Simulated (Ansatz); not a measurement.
The first iterations of a band of F₄H₂OTi (8 atoms, charge 0, multiplicity 1).

Level of theory: RKS revPBE-D4/def2-SVP in Ansatz.

```yaml
movable_images: 5
climbing_image: yes
spring: 0.5 eV/Å²
optimiser: quadratic models (default)
start_path: through a guess of the saddle point
force_threshold: 0.03 eV/Å
iteration_limit: 60
end_points: relaxed
```

Initial state:

```xyz
8
Properties=species:S:1:pos:R:3
Ti -0.024 -0.091 0.044
O -0.155 -0.191 1.886
H -0.676 0.391 2.468
F 1.548 0.364 -0.589
F -1.025 1.314 -0.258
F -0.819 -1.375 -0.849
F 1.238 -1.949 1.018
H 0.845 -1.539 1.796
```

Final state:

```xyz
8
Properties=species:S:1:pos:R:3
Ti 0.072 -0.513 -0.167
O 0.516 0.057 2.091
H -0.313 0.458 2.417
F 1.517 0.433 -0.481
F -1.382 0.398 0.295
F -0.380 -1.011 -1.789
F 0.326 -2.102 0.588
H 0.578 -0.797 2.563
```

| iteration | highest image above the first end (eV) | largest band force component (eV/Å) |
| --- | --- | --- |
| 1 | 2.189 | 6.365 |
| 2 | 0.796 | 1.724 |
| 3 | 0.435 | 1.606 |
| 4 | 0.162 | 0.752 |

Problem. Does the band converge within its limit, and where does its top end?

Solution. The run converged. It ended after 14 iterations with the highest image 0.134 eV above the first end. Another band between the same ends (5 images) ends at a top of the same energy, where a vibrational analysis finds 1 clearly imaginary mode. The orbitals stay closed-shell, which can raise the energy where a bond breaks towards radicals; this wasn't checked here.

The run took 90 s on 4 threads of Arm Neoverse V2, on a shared host, peak memory 0.17 GiB.
